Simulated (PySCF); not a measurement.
# Stretching GeCl⁺

Set-up: Ge cc-pVTZ-PP with ECP10, Cl cc-pV(T+d)Z; scalar-relativistic core potentials (PySCF 2.14). Energies in eV from Ge⁺ + Cl in their ground configurations at the same level. State: ¹Σ⁺ (singlet), closed shell.

| R (Å) | PBE0 |
| --- | --- |
| 1.778 | -3.266 |
| 1.860 | -4.058 |
| 1.943 | -4.487 |
| 2.005 | -4.636 |
| 2.067 | -4.673 |
| 2.129 | -4.627 |
| 2.212 | -4.468 |
| 2.315 | -4.165 |
| 2.439 | -3.711 |
| 2.604 | -3.040 |

Problem. Put a parabola through the three lowest points of the PBE0 curve and estimate Re, k and ωe (reduced mass 23.74 u; 1 eV/Å² = 0.16022 mdyn/Å; ωe = 1302.8·√(k/μ) cm⁻¹).

Solution. Through R = 2.005, 2.067, 2.129 Å the second-order coefficient is 10.8 eV/Å², so Re ≈ 2.064 Å, k ≈ 3.46 mdyn/Å and ωe ≈ 497 cm⁻¹. A polynomial fit of higher order to the unrounded PBE0 energies gives Re = 2.061 Å, k = 3.59 mdyn/Å, ωe = 506 cm⁻¹; anharmonicity and rounding make the difference.

The higher-order fit for each curve: PBE0: Re = 2.061 Å, ωe = 506 cm⁻¹, De = 4.67 eV.

For an ion De counts to the pair picked by the measured ionisation energies or electron affinities, which need not be the lowest pair at this level.
